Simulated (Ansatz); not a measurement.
InCl2(SiH3) (InSiH3Cl2). Charge 0, multiplicity 1. Geometry relaxed at PBE0-D4/def2-SVP.

```xyz
7

In    0.494   -1.106   -0.433
Cl    1.436   -2.772    0.931
Cl    0.537   -1.761   -2.690
Si   -0.473    1.105    0.426
H    -0.341    2.146   -0.633
H     0.260    1.515    1.658
H    -1.913    0.873    0.740
```

In the def2 sets In takes a core potential; there is no spin–orbit coupling.

Estimate the harmonic wavenumbers at RKS PBE0-D4/def2-SVP (Ansatz, unscaled). Is this a minimum?

11, 67, 87, 103, 283, 370, 375, 460, 480, 832, 926, 930, 2236, 2256, 2262 cm⁻¹. Yes, no mode is imaginary beyond noise. Zero-point energy 69.9 kJ/mol. Run time 46 s (4 threads of Arm Neoverse V1 on a shared host).
